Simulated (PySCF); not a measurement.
**Mayer bond orders and bond lengths**

C2H12O2SSi4.
SMILES with atom numbers: `[O:1]=[CH:2][O:3][SiH2:4][C:5]([SiH3:6])([SiH3:7])[S:8][SiH3:9]` (hydrogens: H10 on C2; H11, H12 on Si4; H13, H14, H15 on Si6; H16, H17, H18 on Si7; H19, H20, H21 on Si9)

Structure used (GFN2-xTB), in Å, numbered top down from 1:
```xyz
21
C2H12O2SSi4 angstrom
O     -2.481    3.169   -0.144
C     -2.537    2.344    0.717
O     -1.832    1.247    0.751
Si    -0.760    0.960   -0.507
C     -0.008   -0.680    0.042
Si    -1.301   -2.098    0.046
Si     0.897   -0.581    1.720
S      1.126   -1.178   -1.348
Si     2.929   -0.036   -1.239
H     -3.202    2.423    1.595
H      0.199    2.063   -0.526
H     -1.502    0.874   -1.760
H     -0.605   -3.338    0.389
H     -1.888   -2.213   -1.288
H     -2.330   -1.805    1.045
H      1.782    0.591    1.730
H      1.699   -1.793    1.895
H     -0.095   -0.469    2.786
H      3.713   -0.439   -0.076
H      3.571   -0.412   -2.488
H      2.616    1.386   -1.188
```

Bond orders from the PBE0/pcSseg-1 density (PySCF). Isolated species at its GFN2-xTB geometry (one conformer only).

**Question.** How far do the computed orders between heavy atoms stray from the drawn ones?

**Answer.** The largest departure is 0.240, at O3–Si4 (drawn single, 0.760). Drawn single, order above 1.12: C2–O3 (1.142). Drawn single, order below 0.88: O3–Si4 (0.760), Si4–C5 (0.819), C5–Si6 (0.799) and C5–Si7 (0.800).

**Question.** Give the Mayer order of every bond between heavy atoms, beside its length.

**Answer.** 
```
  bond  drawn as  length (Å)  Mayer order
 O1–C2    double       1.194        1.946
 C2–O3    single       1.304        1.142
O3–Si4    single       1.678        0.760
Si4–C5    single       1.886        0.819
C5–Si6    single       1.919        0.799
C5–Si7    single       1.909        0.800
 C5–S8    single       1.862        0.949
S8–Si9    single       2.138        0.935
```

By pair of heavy elements: C–O: lowest C2–O3 (1.142, 1.304 Å), highest O1–C2 (1.946, 1.194 Å). C–Si: all 3 within 0.02 of one another (0.799 to 0.819).

**Question.** And the bonds to hydrogen?

**Answer.** C–H: 0.93 (1 bond); H–Si: 0.91 to 0.96 (11 bonds).

**Question.** Sum the orders of all bonds at each heavy atom with more than one neighbour and set the sums beside the valence in the SMILES.

**Answer.** C2 4.021 (drawn 4), O3 1.902 (drawn 2), Si4 3.499 (drawn 4), C5 3.367 (drawn 4), Si6 3.650 (drawn 4), Si7 3.645 (drawn 4), S8 1.884 (drawn 2), Si9 3.715 (drawn 4). Orders between atoms that aren't bonded are not in these sums.

Mayer orders depend on the basis set.
